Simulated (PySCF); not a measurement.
Precursor series Zn F-H. Isolated molecules, 0 K electronic values unless said otherwise.

Level of theory: PBE-D3(BJ)/def2-TZVP // BP86-D3(BJ)/def2-SVP (PySCF). 

| species | charge on the central atom (Mulliken) (e) | HOMO (eV) |
|---|---|---|
| 0 of 2 F replaced by H ([Zn(F)2]) | 0.83 | -8.58 |
| 1 of 2 F replaced by H ([Zn(F)(H)]) | 0.40 | -8.22 |
| 2 of 2 F replaced by H ([Zn(H)2]) | 0.06 | -6.85 |
